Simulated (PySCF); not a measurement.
Excitation energy of Sb²⁺ by level of theory

Sb²⁺ [Kr] 4d10 5s2 5p1 (2P) → Sb²⁺ [Kr] 4d10 5s2 5d1 (2D), as a difference of total energies. All numbers are calculated (PySCF 2.14, a scalar-relativistic core potential, in aug-cc-pVQZ-PP with one added diffuse shell each of s, p, d, f, g type with ECP28MDF (8s8p6d4f3g, 117 functions)). Correlated levels: valence: 4s2 4p6 4d10 frozen. The calculations carry no spin-orbit coupling.

| method | excitation energy (eV) |
| --- | --- |
| UHF | 11.276 |
| LDA | 10.691 |
| PBE | 10.428 |
| PBE0 | 10.723 |
| r2SCAN | 10.826 |
| wB97X-V | 11.099 |
| M06 | 10.506 |
| B3LYP | 10.667 |
| MP2 (valence) | 10.943 |
| SCS-MP2 (valence) | 10.949 |

Q: How much does correlation contribute at MP2 (valence)?

A: 10.943 − (11.276) = -0.333 eV, measured against UHF.

The promoted electron is Rydberg-like, and one or two diffuse shells describe it only roughly, which tends to raise the upper state.
